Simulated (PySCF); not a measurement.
C2H6INSi, SMILES CN(C)[Si]I (connectivity only; charge and spin as stated), neutral, multiplicity 1. Coordinates come from a PBE-D3(BJ)/def2-SVP optimisation. The def2 effective core potentials stand for the cores of I; spin–orbit coupling is left out. One conformer was computed; it need not be the lowest.

All values below come from PBE-D3(BJ)/def2-SVP (PySCF 2.14.0).

Harmonic wavenumbers (cm⁻¹): 89, 140, 180, 232, 256, 322, 370, 401, 644, 971, 1035, 1059, 1116, 1177, 1251, 1368, 1393, 1394, 1412, 1413, 1443, 2927, 2932, 2997, 3004, 3037, 3079. Rotational constants (GHz): 5.795, 0.9164, 0.7994; symmetry number 1.

Q: Work out the zero-point energy and the ideal-gas rigid-rotor harmonic-oscillator thermochemistry at 298.15 K and 1 atm.

A: ZPE = ½ Σ hcν = ½ × 35641 cm⁻¹ = 213.18 kJ/mol. H − E(el) = 234.60 kJ/mol. Entropy in J/(mol K): translation 174.77, rotation 120.15, vibration 69.46, total 364.37. G − E(el) = 125.96 kJ/mol. Cp = 105.29 J/(mol K). Modes under 150 cm⁻¹ make the vibrational entropy uncertain.
